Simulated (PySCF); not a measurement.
How methods differ on the ionisation energy of Sn²⁺

Sn²⁺ [Kr] 4d10 5s2 (1S) → Sn³⁺ [Kr] 4d10 5s1 (2S), as a difference of total energies. Computed with PySCF 2.14 in aug-cc-pwCVDZ-PP with ECP28MDF, with scalar relativity through the core potential. Correlated levels: valence and next inner shell: nothing frozen outside the core potential. The calculations carry no spin-orbit coupling.

Q: Order these methods by the ionisation energy they give, lowest first.
A. SCS-MP2 (valence and next inner shell)
B. UHF
C. MP2 (valence and next inner shell)
D. CCSD (valence and next inner shell)

A: B (28.538 eV), D (30.137 eV), A (30.222 eV), C (30.300 eV).

Errors of the correlated levels include the incompleteness of this basis.

For comparison: 30.506 eV (measured; NIST Atomic Spectra Database, ionization energies).
